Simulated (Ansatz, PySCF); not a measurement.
Pair of molecules: HF (SMILES F) (first 2 atoms) with CH2F2 (SMILES FCF); geometry from B3LYP-D3(BJ)/def2-TZVP, rigid monomers moved along the line of their centres of mass till H2···F3 is 1.66 Å.
(charge 0, multiplicity 1):
```xyz
7

F     -0.127     0.096    -0.064
H      0.193     0.624     0.634
F      0.742     0.878     2.177
C      0.375    -0.201     2.961
F     -0.727     0.149     3.661
H      1.195    -0.400     3.650
H      0.137    -1.032     2.297
```

Quantity: the interaction energy.

Counterpoise-corrected where a basis set is named; no monomer relaxation.

Correlated levels freeze the cores. CBS(a, b) extrapolates the correlation energy as X⁻³ and adds the Hartree–Fock energy of set b.

Codes used: Ansatz (a first-principles code) with Gaussian orbitals; PySCF for the dispersion terms. Each number belongs to the level named beside it.

Costs are ratios of core time to PBE/def2-TZVPPD (roughly 2.5 s), for whole runs (searches for the state included, and forces where a run took them) on one shared machine, so rough; each difference counts from -14.4 kJ/mol (MP2/CBS(aug-cc-pVDZ, aug-cc-pVTZ) + ΔCCSD(T)/aug-cc-pVDZ, a level with limits of its own).

| level | basis functions | cost | difference (kJ/mol) |
|---|---|---|---|
| PBE/def2-TZVPPD | 208 | ×1 | 1.4 |
| PBE-D3(BJ)/def2-TZVPPD | 208 | ×1 | -0.9 |
| B3LYP/def2-TZVPPD | 208 | ×2 | 2.4 |
| B3LYP-D3(BJ)/def2-TZVPPD | 208 | ×2 | -1.3 |
| PBE0/def2-TZVPPD | 208 | ×2 | 0.4 |
| PBE0-D3(BJ)/def2-TZVPPD | 208 | ×2 | -1.6 |
| r2SCAN/def2-TZVPPD | 208 | ×2 | -2.6 |
| r2SCAN-D3(BJ)/def2-TZVPPD | 208 | ×2 | -3.3 |
| wB97X-V/def2-TZVPPD | 208 | ×3 | -0.9 |
| wB97M-V/def2-TZVPPD | 208 | ×3 | -1.0 |
| MP2/aug-cc-pVTZ | 253 | ×4 | 1.2 |
| CCSD(T)/aug-cc-pVDZ | 119 | ×9 | 3.5 |
